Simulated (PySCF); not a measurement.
**Two-dimensional NMR puzzle**

Compound of formula C$_{5}$H$_{8}$O$_{2}$Si$_{2}$. Correlations simulated from computed shifts and the bond graph:

HSQC (one-bond C–H):
```
  δH     δC
6.38  142.0
3.62   57.8
2.05  105.6
```

COSY cross peaks (H two or three bonds apart, from the bond graph; peaks can be absent where the dihedral angle is near 90°):
```
  δH    δH
5.28  5.17
5.28  5.04
5.17  5.04
```

HMBC (two and three bonds, from the bond graph):
```
  δH                         δC
6.38                      154.8
5.28         154.8, 142.0, 85.1
5.17         154.8, 142.0, 85.1
5.04  154.8, 142.0, 105.6, 85.1
3.62                      154.8
2.05                       85.1
```

Carbons without hydrogens: δ 154.8, 85.1.

Level of theory: structure optimised with GFN2-xTB, σ from GIAO-PBE0/pcSseg-1, in PySCF (one averaged value for each set of equivalent atoms, non-relativistic Hamiltonian, one computed conformer, in vacuum).

Chemical shifts δ = σref − σ; ¹H (σ = 31.72 ppm), ¹³C (σ = 186.93 ppm) vs TMS, all at this level.

Exchangeable hydrogens are left out of these lists.

Problem. Work out the connectivity.

Solution. SMILES C#C[Si@@H]1[SiH2]OC=C1OC.

Atom-mapped SMILES (the numbers label the heavy atoms): `[CH:1]#[C:2][Si@@H:3]1[SiH2:4][O:5][CH:6]=[C:7]1[O:8][CH3:9]`. Each H is labelled by its parent atom. Ha(Si4) is cis to C2 on the ring; Hb(Si4) is trans to C2 on the ring.

1. δC 154.8 is C7, an alkene carbon bearing oxygen.
2. δC 142.0 is C6, an alkene carbon bearing oxygen (δH 6.38).
3. δC 105.6 is C1, a terminal alkyne carbon (δH 2.05).
4. δC 85.1 is C2, an alkyne carbon.
5. δC 57.8 is C9, a methyl carbon bonded to O (δH 3.62).
6. HMBC from δH 6.38 reaches the proton-free carbon C7.
7. HMBC from δH 5.28 reaches the proton-free carbons C7, C2.
8. HMBC from δH 5.17 reaches the proton-free carbons C7, C2.
9. HMBC from δH 5.04 reaches the proton-free carbons C7, C2.
10. COSY links 5.28–5.17, 5.28–5.04, 5.17–5.04.

The data come from this structure; uniqueness wasn't tested.

Shifts are as computed. Against solution values, carbons near 30 ppm lie about +3 ppm off and those near 130 ppm about +5 ppm. Of 1309 compounds with measured shifts, 239 miss one by over three times the rms of a fit or turn the order of signals round; such compounds aren't used in these exercises.
